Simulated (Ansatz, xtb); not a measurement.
**Two isomers of C5H4F2S**

We compare X, `FCc1ccc(F)s1`, a singlet, with Y, `C=CC(=C=S)C(F)F`, a singlet. Both are isolated molecules in the gas phase, relaxed with B3LYP/def2-SVP; the shapes shown needn't be the lowest conformers.

X (Å):

| atom | x (Å) | y (Å) | z (Å) |
| --- | --- | --- | --- |
| C | 0.0763 | 0.7194 | -1.2797 |
| C | -0.2519 | 0.9236 | 0.1721 |
| C | -1.4520 | 0.6977 | 0.7898 |
| C | -1.4426 | 0.9936 | 2.1925 |
| C | -0.2193 | 1.4393 | 2.5931 |
| F | -1.0304 | 0.2352 | -1.9408 |
| F | 0.1483 | 1.8035 | 3.8148 |
| S | 0.9513 | 1.5147 | 1.2985 |
| H | 0.9037 | -0.0034 | -1.4053 |
| H | 0.3820 | 1.6683 | -1.7584 |
| H | -2.3211 | 0.3267 | 0.2470 |
| H | -2.2902 | 0.8840 | 2.8688 |

Y (Å):

```xyz
12

C    -0.4224    2.0006   -0.9804
C    -0.9521    1.9667    0.2545
C    -0.7565    0.8992    1.2420
C    -1.2111    1.0065    2.4886
C    -0.0620   -0.3832    0.8372
F    -0.0748   -1.2870    1.8482
F     1.2403   -0.1470    0.5118
S    -1.7621    1.1405    3.9368
H    -0.6472    2.8315   -1.6528
H     0.2570    1.2306   -1.3524
H    -1.5953    2.7901    0.5801
H    -0.5452   -0.8366   -0.0473
```

Quicker runs give these differences E(Y) − E(X): GFN2-xTB +35.7 kcal/mol; HF/STO-3G +59.2 kcal/mol (at GFN2-xTB geometries); r2SCAN-D4/def2-SVP +21.6 kcal/mol (at GFN2-xTB geometries).

Question: Estimate E(Y) − E(X) at the level CCSD(T)/def2-SVP + ΔMP2/def2-TZVPP.

Answer: Calculated at CCSD(T)/def2-SVP + ΔMP2/def2-TZVPP: E(Y) − E(X) = +21.2 kcal/mol, so structure X lies lower.

The same difference at several levels:

```csv
level,geometry,E(Y) − E(X) (kcal/mol),departure from the last row (kcal/mol),"job, with rough time for the two"
GFN2-xTB,GFN2-xTB,+35.7,+14.5,"optimisation, 0.19 s"
HF/STO-3G,GFN2-xTB,+59.2,+38.0,"single point, 0.47 s"
r2SCAN-D4/def2-SVP,GFN2-xTB,+21.6,+0.4,"single point, 3.9 s"
B3LYP/def2-SVP,B3LYP/def2-SVP,+18.0,−3.2,"optimisation, 36 s"
HF/def2-SVP,B3LYP/def2-SVP,+17.4,−3.8,part of the CCSD(T) run
MP2/def2-SVP,B3LYP/def2-SVP,+20.9,−0.4,part of the CCSD(T) run
CCSD(T)/def2-SVP,B3LYP/def2-SVP,+17.2,−4.0,single point
CCSD(T)/def2-SVP + ΔMP2/def2-TZVPP,B3LYP/def2-SVP,+21.2,,"single point, 81 s"
```

As drawn, Y has 2 C=C, 1 C–C, 1 C=S in place of 3 C∷C, 2 C∷S (∷ is an aromatic bond). Structure X has a 5-membered ring (with an aromatic ring), Y no ring.

The levels shown agree on the order. The largest departure from CCSD(T)/def2-SVP + ΔMP2/def2-TZVPP is that of HF/STO-3G, 38.0 kcal/mol. The last row adds to CCSD(T) the change of the MP2 difference between the two basis sets, here +4.0 kcal/mol, a large step that makes the value less sure.

With thermal terms from frequencies at re-optimised GFN2-xTB minima (ideal gas, soft modes damped towards free rotors, one conformer each, 298.15 K, 1 atm): on the last row, ΔE + ΔZPE = +20.0, ΔH = +20.7, ΔG = +18.9 kcal/mol.

The correlated steps freeze 12 core orbitals. Codes used: Ansatz 0.2.0, xtb 6.7.1; the last row on 4 threads of Arm Neoverse V1 on a shared host.
